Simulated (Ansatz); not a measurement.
Cartesian coordinates (Å):
```xyz
5

O     -0.8458    -0.7913     0.0095
B      0.2527    -0.0315     0.0012
I      0.1161     2.1082    -0.0321
I      2.1461    -0.9940     0.0219
H     -1.6692    -0.2915    -0.0005
```
Charge 0, multiplicity 1.

These are frozen-core CCSD(T)/def2-TZVPP // PBE0-D3(BJ)/def2-TZVP in Ansatz (an electronic-structure program) values and carry that method's errors.

```
Property                        Value
----------------------  -------------
HF energy               -693.60348 Ha
MP2 correlation energy    -1.33119 Ha
```

Task: Estimate the CCSD correlation energy, the (T) correction, the total energy and the T1 diagnostic.

Result: 
```json
{
 "CCSD correlation energy": "-1.27321 Ha",
 "(T) correction": "-0.03575 Ha",
 "CCSD(T) total energy": "-694.91244 Ha",
 "T1 diagnostic": "0.010"
}
```
